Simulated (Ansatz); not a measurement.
Cartesian coordinates in Å:
```
N -1.972 -1.071 0.933
C -0.844 -0.557 0.879
O 0.415 -0.668 1.337
C 0.062 0.448 0.412
Si 0.928 0.430 -1.270
Cl 0.003 2.022 1.170
H -1.992 -1.886 1.545
H 0.195 1.355 -2.165
H 0.886 -0.960 -1.779
H 2.321 0.887 -1.062
```

The species carries charge 0 and has multiplicity 1.

Question: List the PBE0/def2-TZVPP orbital energies in eV (Ansatz). (An estimate is asked.)

Answer: The calculation gave: Occupied: -2768.16, -1803.25, -524.76, -391.55, -281.88, -281.61, -259.97, -198.32, -198.09, -198.07, -145.61, -100.29, -100.25, -100.25, -32.09, -25.84, -24.54, -19.47, -17.08, -15.56, -14.93, -14.05, -13.14, -11.81, -10.63, -10.33, -10.24, -9.49, -9.34, -8.77, -8.17. Lowest empty: -0.60, -0.09, 0.16, 1.03, 1.17, 1.51, 2.01, 2.16.
